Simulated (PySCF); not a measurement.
Parent: `[cH:1]1[cH:2][n:3][cH:4][p:5][cH:6]1`, C4H4NP.

Theory: PySCF 2.14.0, PBE0-D3(BJ)/def2-SVP geometry optimisation, gas phase. One conformer each, not checked by frequencies here.

| coordinate of the parent | value |
| --- | --- |
| C1–C2 | 1.397 Å |
| C2–N3 | 1.330 Å |
| N3–C4 | 1.325 Å |
| C4–P5 | 1.751 Å |
| P5–C6 | 1.739 Å |
| C1–C6 | 1.389 Å |
| C2–C1–C6 | 122.2° |
| C1–C2–N3 | 125.6° |
| C2–N3–C4 | 120.9° |
| N3–C4–P5 | 129.1° |
| C4–P5–C6 | 98.1° |
| C1–C6–P5 | 124.1° |

Q: How does the shared frame change in `[CH3:1][O:2][c:3]1[cH:4][cH:5][p:6][cH:7][n:8]1` with C1–O2–C3–C4 180°, C5H6NOP? Atoms pair as C1 = C4, C2 = C3, N3 = N8, C4 = C7, P5 = P6, C6 = C5 (parent first).

A: 
```
  parent  relative  value in the relative  change
   C1–C2     C4–C3                1.412 Å  +0.015
   C2–N3     C3–N8                1.320 Å  -0.010
   N3–C4     N8–C7                1.329 Å  +0.004
   C4–P5     C7–P6                1.742 Å  -0.009
   P5–C6     P6–C5                1.754 Å  +0.015
   C1–C6     C4–C5                1.377 Å  -0.012
C2–C1–C6  C3–C4–C5                 121.4°    -0.8
C1–C2–N3  C4–C3–N8                 125.5°    -0.1
C2–N3–C4  C3–N8–C7                 121.4°    +0.5
N3–C4–P5  N8–C7–P6                 129.3°    +0.2
C4–P5–C6  C7–P6–C5                  97.4°    -0.7
C1–C6–P5  C4–C5–P6                 125.1°    +1.0
```

Of the parent's bonds, C1–C2 and P5–C6 change most and about equally (+0.015 Å). Bonds of the relative outside the shared frame: C1–O2 1.412, O2–C3 1.334 Å. Point group Cs → Cs.
